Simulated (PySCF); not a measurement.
CH$_{4}$BClFN (SMILES CNB(F)Cl), singlet, geometry from GFN2-xTB; PBE/6-31G, TDA (PySCF).

Here is a job for PySCF.
```python
from pyscf import gto, scf, dft, tdscf

mol = gto.Mole()
mol.atom = '''
    B     0.19999790    0.01101441    0.14524034
    Cl   -0.55623883   -0.01786726    1.70581805
    F     1.53005581    0.07806220    0.08619679
    N    -0.54749190   -0.03390035   -1.01707972
    C    -0.03665542   -0.01623076   -2.37531426
    H    -1.55373566   -0.08459955   -0.96824330
    H    -0.42329497    0.85044971   -2.91420624
    H    -0.33336893   -0.92399915   -2.90346897
    H     1.04834368    0.03894754   -2.34351749
'''
mol.basis = '6-31g'
mol.verbose = 4
mol.build()

mf = dft.RKS(mol)
mf.xc = 'pbe'
mf.kernel()
td = mf.TDA()
td.nstates = 5
td.kernel()
td.analyze()
```

Write the output that PySCF gives for this input, abridged.


```
PySCF version 2.14.0

[INPUT] verbose = 4
[INPUT] num. atoms = 9
[INPUT] num. electrons = 48
[INPUT] charge = 0
[INPUT] spin (= nelec alpha-beta = 2S) = 0
[INPUT] symmetry False subgroup None
[INPUT] Mole.unit = angstrom
[INPUT] Symbol           X                Y                Z      unit          X                Y                Z       unit  Magmom
[INPUT]  1 B      0.199997900000   0.011014410000   0.145240340000 AA    0.377941256488   0.020814218324   0.274464464839 Bohr   0.0
[INPUT]  2 Cl    -0.556238830000  -0.017867260000   1.705818050000 AA   -1.051139048549  -0.033764227996   3.223528932840 Bohr   0.0
[INPUT]  3 F      1.530055810000   0.078062200000   0.086196790000 AA    2.891386436200   0.147516178681   0.162888325917 Bohr   0.0
[INPUT]  4 N     -0.547491900000  -0.033900350000  -1.017079720000 AA   -1.034609746418  -0.064062377027  -1.922002117649 Bohr   0.0
[INPUT]  5 C     -0.036655420000  -0.016230760000  -2.375314260000 AA   -0.069268704781  -0.030671691194  -4.488693411174 Bohr   0.0
[INPUT]  6 H     -1.553735660000  -0.084599550000  -0.968243300000 AA   -2.936134867370  -0.159869979761  -1.829714658945 Bohr   0.0
[INPUT]  7 H     -0.423294970000   0.850449710000  -2.914206240000 AA   -0.799911563206   1.607117034616  -5.507051664099 Bohr   0.0
[INPUT]  8 H     -0.333368930000  -0.923999150000  -2.903468970000 AA   -0.629975976139  -1.746105332831  -5.486761164473 Bohr   0.0
[INPUT]  9 H      1.048343680000   0.038947540000  -2.343517490000 AA    1.981082439619   0.073600183826  -4.428606224228 Bohr   0.0

nuclear repulsion = 209.314869647168
number of shells = 35
number of NR pGTOs = 150
number of NR cGTOs = 57
basis = 6-31g
ecp = {}

******** <class 'pyscf.dft.rks.RKS'> ********
method = RKS
initial guess = minao
damping factor = 0
level_shift factor = 0
DIIS = <class 'pyscf.scf.diis.CDIIS'>
diis_start_cycle = 1
diis_space = 8
diis_damp = 0
SCF conv_tol = 1e-09
SCF conv_tol_grad = None
SCF max_cycles = 50
direct_scf = True
direct_scf_tol = 1e-13
XC library pyscf.dft.libxc version 7.1.2
    S. Lehtola, C. Steigemann, M. J. T. Oliveira, and M. A. L. Marques,  SoftwareX 7, 1–5 (2018)
XC functionals = pbe
    J. P. Perdew, K. Burke, and M. Ernzerhof,  Phys. Rev. Lett. 77, 3865 (1996)
    J. P. Perdew, K. Burke, and M. Ernzerhof,  Phys. Rev. Lett. 78, 1396 (1997)
    J. P. Perdew, K. Burke, and M. Ernzerhof,  Phys. Rev. Lett. 77, 3865 (1996)
    J. P. Perdew, K. Burke, and M. Ernzerhof,  Phys. Rev. Lett. 78, 1396 (1997)
radial grids:
    Treutler-Ahlrichs [JCP 102, 346 (1995); DOI:10.1063/1.469408] (M4) radial grids

becke partition: Becke, JCP 88, 2547 (1988); DOI:10.1063/1.454033
pruning grids: <function nwchem_prune>
grids dens level: 3
symmetrized grids: False
atomic radii adjust function: <function treutler_atomic_radii_adjust>
small_rho_cutoff = 0
Set gradient conv threshold to 3.16228e-05
Initial guess from minao.
tot grids = 114440
init E= -680.228220663903
  HOMO = -0.296340976288117  LUMO = -0.028252158959565  gap/eV = 7.29507
cycle= 1 E= -679.687059835079  delta_E= 0.541  |g|= 0.61  |ddm|=  2.9
  HOMO = -0.168329134788658  LUMO = 0.0437315105129614  gap/eV = 5.77046
cycle= 2 E= -679.53582485588  delta_E= 0.151  |g|= 1.12  |ddm|= 1.53
  HOMO = -0.224146000153652  LUMO = 0.0216352731006575  gap/eV = 6.68805
cycle= 3 E= -679.760508496172  delta_E= -0.225  |g|= 0.117  |ddm|=    1
  HOMO = -0.233607607954574  LUMO = 0.0159716471554225  gap/eV = 6.79140
cycle= 4 E= -679.763786329605  delta_E= -0.00328  |g|= 0.0337  |ddm|= 0.165
  HOMO = -0.231429753242655  LUMO = 0.01376849724261  gap/eV = 6.67218
cycle= 5 E= -679.763968148675  delta_E= -0.000182  |g|= 0.0173  |ddm|= 0.0446
  HOMO = -0.232581755961284  LUMO = 0.0141768754403095  gap/eV = 6.71464
cycle= 6 E= -679.76404221994  delta_E= -7.41e-05  |g|= 0.00434  |ddm|= 0.0193
  HOMO = -0.232197031682043  LUMO = 0.0146948330413665  gap/eV = 6.71827
cycle= 7 E= -679.764046661882  delta_E= -4.44e-06  |g|= 0.000789  |ddm|= 0.005
  HOMO = -0.232262593886371  LUMO = 0.0145908430547474  gap/eV = 6.71722
cycle= 8 E= -679.764046812011  delta_E= -1.5e-07  |g|= 0.000105  |ddm|= 0.00119
  HOMO = -0.232265439273946  LUMO = 0.0145855913308539  gap/eV = 6.71716
cycle= 9 E= -679.76404681447  delta_E= -2.46e-09  |g|= 3.73e-05  |ddm|= 0.000149
  HOMO = -0.232264159627832  LUMO = 0.0145880783644414  gap/eV = 6.71719
cycle= 10 E= -679.764046814849  delta_E= -3.79e-10  |g|= 4.74e-06  |ddm|= 4.91e-05
  HOMO = -0.232265198893422  LUMO = 0.0145878013497422  gap/eV = 6.71721
Extra cycle  E= -679.764046814835  delta_E= 1.35e-11  |g|= 1.02e-05  |ddm|= 1.59e-05
converged SCF energy = -679.764046814835

******** <class 'pyscf.tdscf.rks.TDA'> for <class 'pyscf.dft.rks.RKS'> ********
nstates = 5 singlet
deg_eia_thresh = 1.000e-03
wfnsym = None
conv_tol = 1e-05
eigh lindep = 1e-12
eigh level_shift = 0
eigh max_cycle = 100

Excitation energies (eV)
[7.84067561 8.00799927 8.16747879 8.75116688 8.93005494]

** Singlet excitation energies and oscillator strengths **
Excited State   1:      7.84068 eV    158.13 nm  f=0.0034
      24 -> 26        0.69956
Excited State   2:      8.00800 eV    154.83 nm  f=0.0002
      23 -> 25        0.70406
Excited State   3:      8.16748 eV    151.80 nm  f=0.4451
      22 -> 25       -0.18402
      24 -> 25        0.64849
Excited State   4:      8.75117 eV    141.68 nm  f=0.0041
      24 -> 27        0.67972
      24 -> 28       -0.18073
Excited State   5:      8.93005 eV    138.84 nm  f=0.0109
      23 -> 26       -0.69987

** Transition electric dipole moments (AU) **
state          X           Y           Z        Dip. S.      Osc.
  1         0.0067     -0.1329      0.0009      0.0177      0.0034
  2        -0.0016      0.0308     -0.0002      0.0010      0.0002
  3         0.2138      0.0198      1.4759      2.2243      0.4451
  4        -0.0070      0.1382     -0.0008      0.0191      0.0041
  5        -0.1559     -0.0089     -0.1595      0.0498      0.0109

** Transition velocity dipole moments (imaginary part, AU) **
state          X           Y           Z        Dip. S.      Osc.
  1         0.0007     -0.0133      0.0001      0.0002      0.0004
  2         0.0000     -0.0005      0.0000      0.0000      0.0000
  3         0.0017      0.0014      0.2234      0.0499      0.1109
  4        -0.0006      0.0120     -0.0001      0.0001      0.0003
  5        -0.0345     -0.0019     -0.0208      0.0016      0.0033

** Transition magnetic dipole moments (imaginary part, AU) **
state          X           Y           Z
  1         0.4224      0.0235      0.3405
  2        -0.0659     -0.0014      0.3285
  3         0.0024     -0.0484      0.0003
  4        -0.1722     -0.0078      0.1460
  5        -0.0259      0.5102     -0.0031
```
